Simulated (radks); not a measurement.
Polarisability of the iodine ion I5+, [Kr] 4d10 5s2, at imaginary frequency. Calculated with a radial shooting solver on a logarithmic mesh with Libxc functionals: non-relativistic Kohn-Sham, exchange-only LDA, spin-polarised, spherical densities, point nucleus; relativity is left out, which matters for an element this heavy. Response by self-consistent Sternheimer equations with the Hartree and adiabatic exchange-only LDA kernel.

w (hartree),alpha1(iw) (bohr^3),alpha2(iw) (bohr^5)
0.00266,6.671,13.56
0.0143,6.667,13.56
0.0360,6.645,13.55
0.0697,6.575,13.51
0.118,6.404,13.41
0.186,6.053,13.20
0.280,5.440,12.77
0.413,4.548,11.95
0.605,3.500,10.55
0.892,2.513,8.443
1.35,1.732,5.864
2.12,1.141,3.443
3.59,0.6544,1.695
6.94,0.2709,0.6455
17.5,0.06472,0.1341

Static values: alpha1 = 6.671 bohr^3 (0.9886 angstrom^3; uncoupled 12.66), alpha2 = 13.56 bohr^5, alpha3 = 54.02 bohr^7. C6 = 24.17, C8 = 310.7, triple-dipole C9 = 107.5 atomic units. One-pole (London) frequency 4 C6 / (3 alpha1^2) = 0.724 hartree, against 2.413 for minus the highest occupied eigenvalue. The dipole shielding factor is 0.906, as the force sum rule N/Z = 0.906 demands.
